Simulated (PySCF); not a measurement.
**How methods differ on the excitation energy of Ru²⁺**

Ru²⁺ [Kr] 4d6 (5D) → Ru²⁺ [Kr] 4d5 5s1 (7S), as a difference of total energies. Calculation: PySCF 2.14, in aug-cc-pwCVTZ-PP with ECP28MDF; a scalar-relativistic core potential. Correlated levels: valence: 4s2 4p6 frozen; valence and next inner shell: nothing frozen outside the core potential. The calculations carry no spin-orbit coupling.

| method | excitation energy (eV) |
| --- | --- |
| UHF | 2.448 |
| LDA | 2.731 |
| PBE | 2.904 |
| PBE0 | 3.017 |
| r2SCAN | 2.463 |
| BP86 | 3.042 |
| M06-L | 3.860 |
| wB97M-V | 3.308 |
| MP2 (valence) | 3.156 |
| SCS-MP2 (valence) | 3.859 |
| MP2 (valence and next inner shell) | 2.695 |
| SCS-MP2 (valence and next inner shell) | 3.145 |

**Question.** How much does correlation contribute at MP2 (valence and next inner shell)?

**Answer.** 2.695 − (2.448) = 0.247 eV, measured against UHF.
